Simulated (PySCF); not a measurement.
Zn(Me)(GeH3), SMILES [CH3][Zn][GeH3] (CH6GeZn), PBE0/def2-SVP optimised geometry. Atoms within 1.6 Å of the plane z = 0.0 Å (x, y, z in Å): Zn1 (0.33, -0.21, 0.00), C2 (2.28, -0.22, 0.00), H3 (2.68, 0.51, 0.73), H4 (2.68, 0.05, -0.99), H5 (2.68, -1.21, 0.26), Ge6 (-2.08, -0.21, 0.00), H7 (-2.68, -0.93, -1.23), H8 (-2.68, -0.93, 1.23), H9 (-2.68, 1.21, 0.00).

Computed with PBE0/def2-TZVP in PySCF 2.14.0. Cells within 0.4 Å of a nucleus heavier than hydrogen are left out (blank, or x).

Map of the electrostatic potential (hartree/e), clipped to [-0.08, 0.12] on the plane z = 0.0 Å:

```
|00000011111111111111111111111|
|00000001111111111111111111111|
|00000000111111111111111111111|
|00000000011111111111111111111|
|00000000011111111111111111111|
|00000000001111111111111111111|
|00000000001111121111111111111|
|00000000001112222211111111111|
|00000122111122232221111111111|
|00001599511123443321111110000|
|00002999942234666421111100000|
|00002999997558999732232100000|
|00002999999999999967998300000|
|00014999999999999999999610000|
|00026999xx9999xx9999xx9910000|
|00026999xx9999xx9999xx9910000|
|00014999999999999999999810000|
|00002799999999999979999920000|
|00001369999669999733999931000|
|00000124565445776422599521100|
|00000011222233444322234311111|
|00000001112222333221222211111|
|00000000111122222221111111111|
|00000000111112222211111111111|
|00000000111111111111111111111|
|00000001111111111111111111111|
|00000001111111111111111111111|
|00000011111111111111111111111|
|00000011111111111111111111111|
```
Scale: ten equal steps from -0.015 (start of '0') to 0.120 (end of '9'), in the order '0123456789'; x runs from -5.00 to 5.00, y from -5.00 (bottom) to 5.00 (top).
